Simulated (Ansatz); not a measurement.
Reaction: BGeH4 (SMILES [BH2][GeH2], doublet) → BGeH4 (SMILES [BH][GeH3], doublet)
Each species at its own B3LYP-D3(BJ)/def2-TZVP minimum (Ansatz, a program for electronic structure).

Total energies in hartree (Ansatz). Radicals and triplets start from unrestricted determinants; spin-orbit coupling is neglected. Cores are frozen in correlated methods (noble-gas shells, and filled d and f shells in the p block). No relativity.

```tsv
species	HF/cc-pVTZ	CCSD(T)/cc-pVTZ	HF/cc-pVQZ	CCSD(T)/cc-pVQZ	CCSDT(Q)/cc-pVTZ
1: BGeH4 (SMILES [BH2][GeH2], doublet)	-2102.36785	-2102.62150	-2102.37311	-2102.63798	-2102.62300
2: BGeH4 (SMILES [BH][GeH3], doublet)	-2102.32928	-2102.57298	-2102.33455	-2102.58943	-2102.57444
```

Work out the isomerisation energy (electronic) in kcal/mol: take Hartree-Fock from cc-pVQZ, extrapolate the CCSD(T) correlation energy as X^-3 (X = 3, 4), and add CCSDT(Q) - CCSD(T) in cc-pVTZ. 1 hartree = 627.51 kcal/mol.


Species 1: correlation (64·(-0.26487) - 27·(-0.25365))/37 = -0.27306; step -0.00150; E1 = -2102.37311 + (-0.27306) + (-0.00150) = -2102.64767
Species 2: correlation (64·(-0.25488) - 27·(-0.24370))/37 = -0.26304; step -0.00146; E2 = -2102.33455 + (-0.26304) + (-0.00146) = -2102.59905
-1·E1 +1·E2 = 0.04862 hartree = 30.5 kcal/mol.
